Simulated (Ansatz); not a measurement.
Frontier orbitals of `P[O][SbH2]`.

Total charge 0; spin multiplicity 1. Correlated methods include outer-core shells of Sb, which these sets cover unevenly. Sb: def2 effective core potential. Geometry: relaxed with PBE0-D4/def2-TZVP. It is one conformer, not always the lowest. Basis def2-TZVPP, Ansatz.

Orbital energies of one run (eV). Highest occupied ones, from the top: -5.60, -6.52, -7.14, -8.54, -9.69, -9.98, -10.29, -13.85, -15.64, -24.57, -33.23, -33.30, -33.36, -33.45. Empty: -2.28, -0.93, -0.11, 0.03, 0.34, 1.14.

(1) Which functional gave them?
A. PBE0
B. ωB97X-V
C. revPBE
D. B3LYP

Results:

(1) C. HOMO energies: revPBE -5.60, B3LYP -6.64, ωB97X-V -9.17, PBE0 -6.84 eV.

B3LYP here is the variant with VWN-RPA as its local correlation; programs differ in this.
